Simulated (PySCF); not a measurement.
C₂H₇ClSi₂, SMILES [SiH2]1CC[Si@H]1Cl. Geometry optimised at PBE0-D3(BJ)/def2-SVP. The structure was generated by enumeration; whether it is a known compound was not checked.

Computed equilibrium geometry at PBE0-D3(BJ)/def2-SVP (PySCF confirms it by a frequency run) as bond lengths and angles:
Atoms: Cl1 Si2 C3 C4 Si5 H6 H7 H8 H9 H10 H11 H12. Bond lengths (Å): Cl1–Si2 2.076, Si2–C3 1.903, Si2–Si5 2.330, Si2–H6 1.494, C3–C4 1.552, C3–H7 1.101, C3–H8 1.103, C4–Si5 1.922, C4–H9 1.101, C4–H10 1.103, Si5–H11 1.495, Si5–H12 1.494. Angles (°): Cl1–Si2–C3 116.9, Cl1–Si2–Si5 125.0, Cl1–Si2–H6 107.2, C3–Si2–Si5 77.2, C3–Si2–H6 112.5, Si5–Si2–H6 115.2, Si2–C3–C4 97.2, Si2–C3–H7 118.3, Si2–C3–H8 107.9, C4–C3–H7 115.1, C4–C3–H8 110.4, H7–C3–H8 107.6, C3–C4–Si5 99.5, C3–C4–H9 114.2, C3–C4–H10 110.6, Si5–C4–H9 116.9, Si5–C4–H10 108.4, H9–C4–H10 107.1, Si2–Si5–C4 74.8, Si2–Si5–H11 112.9, Si2–Si5–H12 125.5, C4–Si5–H11 111.5, C4–Si5–H12 118.2, H11–Si5–H12 109.7.
